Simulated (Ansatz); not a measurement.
H4Se4Zr (`[SeH][Zr]([SeH])([SeH])[SeH]`), one more setting.

```yaml
crystal:
  periodic: [false, false, false]
  atoms:
    - {symbol: Se, position_ang: [-0.497907, -0.233128, -2.540318]}
    - {symbol: Zr, position_ang: [-0.280835, -0.154157, -0.003536]}
    - {symbol: Se, position_ang: [-2.621240, -0.090195, 0.977760]}
    - {symbol: Se, position_ang: [0.829159, -2.335358, 0.724478]}
    - {symbol: Se, position_ang: [0.996834, 1.944604, 0.720707]}
    - {symbol: H, position_ang: [-0.715793, 1.225561, -2.468544]}
    - {symbol: H, position_ang: [-1.915877, -0.139564, 2.277158]}
    - {symbol: H, position_ang: [2.134543, -1.689430, 0.488308]}
    - {symbol: H, position_ang: [2.071114, 1.471666, -0.176012]}
basis:
  gaussian: {orbitals: def2-TZVPD, final_grid: {core_spheres: 5, valence_spheres: 4, degree: 11}}
hamiltonian: {xc: {name: CAM-B3LYP}}
output: {forces: true}
```

```sh
$ ansatz run in.yaml --threads 4 --pin off --events-out ev --progress --plain --max-ram 66560MiB --backend cuda --devices 0, --max-vram 37GiB
```

Output, abridged:

```
Functional definition: CAM-B3LYP
  name "CAM-B3LYP"
  cite "Yanai, Tew & Handy, Chem. Phys. Lett. 393, 51 (2004) doi:10.1016/j.cplett.2004.06.011"
  cite "Iikura, Tsuneda, Yanai & Hirao, J. Chem. Phys. 115, 3540 (2001) doi:10.1063/1.1383587"
  cite "Becke, Phys. Rev. A 38, 3098 (1988) doi:10.1103/PhysRevA.38.3098"
  cite "Lee, Yang & Parr, Phys. Rev. B 37, 785 (1988) doi:10.1103/PhysRevB.37.785"
  cite "Vosko, Wilk & Nusair, Can. J. Phys. 58, 1200 (1980) doi:10.1139/p80-159"
  parameter alpha = 0.19
  parameter beta = 0.46
  parameter omega = 0.33/bohr
  parameter ac = 0.81
  # Exact exchange under (alpha + beta erf(omega r))/r, Becke's under what is left of 1/r.
  exchange = (1 - alpha - beta)*b88_x + beta*b88_x_sr(omega) + alpha*exact_x + beta*exact_x_lr(omega)
  correlation = (1 - ac)*vwn5_c + ac*lyp_c
2335 factors; their error is unknown
625 factors; integrals over basis functions are off by at most 3.2e-5 eV
mean field evaluation 1: about -262759.1199 eV, gradient 2.3e1 eV
mean field evaluation 2: about -262757.2988 eV, gradient 3.7e1 eV
mean field evaluation 4: about -262760.7803 eV, gradient 1.8e0 eV
mean field evaluation 8: about -262760.7762 eV, gradient 7.0e-2 eV
mean field evaluation 16: about -262761.6436 eV, gradient 3.4e-4 eV
mean field -262761.64358997 eV, -9656.3122956926 hartree, gradient 7.0e-5 eV, S^2 0.000000; 0 other end points of the search recorded, 0 dependent functions left out
the calculation of the forces begins
reference -262761.64373721 eV, -9656.3123011034 hartree; 76, 76 occupied and 228, 228 virtual orbitals, 2335 factors
Total energy: -262761.64373721 eV, -9656.3123011034 hartree
Atom 0 at    -0.497907    -0.233128    -2.540318 Å, force    -0.035221     0.137044    -0.122630 eV/Å
Atom 1 at    -0.280835    -0.154157    -0.003536 Å, force     0.153563     0.011125     0.024090 eV/Å
Atom 2 at    -2.621240    -0.090195     0.977760 Å, force    -0.070548     0.004603     0.166666 eV/Å
Atom 3 at     0.829159    -2.335358     0.724478 Å, force     0.066957    -0.006325     0.035521 eV/Å
Atom 4 at     0.996834     1.944604     0.720707 Å, force     0.129283     0.048450    -0.035262 eV/Å
Atom 5 at    -0.715793     1.225561    -2.468544 Å, force    -0.021344    -0.151891    -0.023209 eV/Å
Atom 6 at    -1.915877    -0.139564     2.277158 Å, force    -0.093260    -0.021832    -0.113539 eV/Å
Atom 7 at     2.134543    -1.689430     0.488308 Å, force    -0.056435    -0.088542    -0.003315 eV/Å
Atom 8 at     2.071114     1.471666    -0.176012 Å, force    -0.072995     0.067370     0.071676 eV/Å
Dipole moment:     0.140554     0.093461     0.030914 e Å
```

Hardware: 4 threads of an AMD EPYC 7R13 on a shared host and a share of an NVIDIA H100 80 GB. Wall time 11 s, peak host memory 1.1 GiB.
